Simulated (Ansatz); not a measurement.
`B[S][AlH2]` + `N=C[SiH3]` → `[AlH2]/[N]=C\[SiH3]` + `BS` at 700 K and 1 bar (ligand exchange at the Al–S bond).

Program: Ansatz. Geometries: PBE0-D4/def2-TZVP. ΔE: electronic, gas phase. CBS: MP2 limit from def2 TZ/QZ plus the TZ coupled-cluster correction, frozen cores. This one scheme is used for every species. One conformer a species, not always the lowest.

| species | CCSD(T)/CBS energy (Eh) | H − E (kJ/mol) | S (J/(mol·K)) |
| --- | --- | --- | --- |
| `B[S][AlH2]` | -667.02114 | 153.6 | 391.0 |
| `N=C[SiH3]` | -384.79808 | 200.5 | 369.9 |
| `[AlH2]/[N]=C\[SiH3]` | -627.42847 | 232.0 | 465.7 |
| `BS` | -424.38198 | 115.9 | 297.3 |

H − E and S are ideal-gas, rigid-rotor, harmonic terms from PBE0-D4/def2-TZVP, for one conformer and one mirror image of each species. 1 Eh = 2625.50 kJ/mol, R = 8.31446 J/(mol·K).

Question: By hand: ΔE, ΔH, ΔS and ΔG.

Answer: ΔE = (-627.42847) + (-424.38198) − (-667.02114) − (-384.79808) = 0.00877 Eh = 23.0 kJ/mol. Δ(H − E) = 232.0 + 115.9 − 153.6 − 200.5 = -6.2, so ΔH = 16.8 kJ/mol. ΔS = 465.7 + 297.3 − 391.0 − 369.9 = 2.1 J/(mol·K). ΔG = 16.8 − 700 × (2.1)/1000 = 15.3 kJ/mol.

Question: By hand: the equilibrium constant, and the temperature at which ΔG would vanish if ΔH and ΔS stayed fixed.

Answer: log₁₀ K = −ΔG/(RT ln 10) = -1.1. ΔG = 0 at ΔH/ΔS = 8000 K, far beyond where these terms or the molecules hold.

The number of gas molecules stays the same, so ΔS is small and ΔH decides. A doubt of 5 kJ/mol in ΔE shifts log₁₀ K by 0.4 here. Other conformers and mirror images would add mixing entropy, several J/(mol·K) or more a flexible species. These are equilibria of isolated gas molecules and say nothing of rates. Largest T1 diagnostic: 0.015 (customary marks: 0.02 for closed shells, 0.045 for open ones).
